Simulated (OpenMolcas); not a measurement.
**Ag4+ in a point-charge field**

Ag4+ among 5 point charges of -0.5 e arranged as a square pyramid (C4v), 2 Å from the ion, with the axial distance 2.200 Å.
```
   2.0000    0.0000    0.0000  -0.50
   0.0000    2.0000    0.0000  -0.50
  -2.0000    0.0000    0.0000  -0.50
   0.0000   -2.0000    0.0000  -0.50
   0.0000    0.0000    2.2000  -0.50
```

* Program: OpenMolcas
* Method: CASSCF
* Basis: ANO-RCC-VDZP [6s5p3d1f]
* Scalar Hamiltonian: DKH2, point nucleus
* Active space: 7 electrons in 5 orbitals (4d)
* State averaging: 2S+1 = 4 even, 10 roots; 2S+1 = 2 even, 40 roots
* Spin-orbit coupling: state interaction with AMFI integrals over the reference wave functions

The lowest spin-free states, above the lowest:

```tsv
State	Degeneracy	E (cm-1)	Free-ion L (%)
2S+1 = 4	1	0.0	F (99)
2S+1 = 4	2	420.3	F (100)
2S+1 = 4	1	1071	F (100)
2S+1 = 4	2	1809	F (100)
2S+1 = 4	1	2529	F (100)
2S+1 = 4	2	16466	P (99)
2S+1 = 2	1	17428	G (90)
2S+1 = 2	1	17714	G (95)
2S+1 = 2	2	17973	G (97)
2S+1 = 2	1	18266	G (99)
2S+1 = 2	1	18514	G (98)
2S+1 = 2	2	18660	G (97)
2S+1 = 2	1	18753	G (99)
2S+1 = 4	1	19270	P (99)
2S+1 = 2	2	21903	H (86)
2S+1 = 2	1	22800	P (50)
2S+1 = 2	1	23308	H (91)
2S+1 = 2	1	23349	H (54)
2S+1 = 2	2	23655	P (50)
2S+1 = 2	2	23847	H (74)
```

The lowest levels with spin-orbit coupling:

```csv
E (cm-1),Degeneracy,2S+1,g
0.0,2,4,1.28 6.51 6.51
223.8,2,4,2.50 4.35 4.35
948.8,2,4,4.07 4.07 4.97
1139,2,4,2.48 2.48 9.48
1328,2,4,2.58 2.58 6.50
4217,2,4,2.03 2.89 2.89
4365,2,4,1.06 4.83 4.83
4765,2,4,3.46 3.46 3.80
5006,2,4,0.17 0.17 8.18
6557,2,4,1.06 1.21 1.21
6631,2,4,2.15 3.23 3.23
7386,2,4,2.63 2.63 3.12
8346,2,4,0.87 0.87 1.26
8844,2,4,0.37 1.13 1.13
18176,2,4 (71 %),1.22 2.91 2.91
18341,2,4 (82 %),0.36 0.36 3.94
18523,2,4,0.32 0.32 7.86
19082,2,2,0.59 3.47 3.47
19375,2,2,3.03 3.28 3.28
19549,2,2,3.04 4.21 4.21
```

Powder χT (cm3 K/mol): 2.73 at 2 K, 2.86 at 10 K, 3.47 at 50 K, 4.09 at 100 K, 4.66 at 200 K, 4.9 at 300 K. The effective moment at 300 K is 2.828 √(χT) = 6.26 μB.

The lowest level has 2S+1 = 4, for which the spin-only value is χT = S(S+1) / 2 = 1.875 cm3 K/mol (g = 2). The computed 4.897 at 300 K differs by +3.022, through orbital momentum, spin-orbit coupling and any other state in reach.

Spin-orbit coupling mixes the spin-free states strongly: the lowest level takes only 49 % from its leading state, an unlabelled state of the same spin as most of the rest. Without dynamic correlation the repulsion within the d shell is too large (B by tens of per cent), so at a given field states of lower spin stand too high. Point charges give a weaker field than real ligands, and real ions of this kind are as a rule low spin; the high spin found here belongs to the model. The ground term spreads over less than 5000 cm-1, several times less than with real ligands, so orbital moments are less quenched and χT lies further from the spin-only value than at real sites. This is an electrostatic model: the charges have no orbitals. An unlabelled pair can be two single states that coincide in this model. No measured value stands beside these numbers.
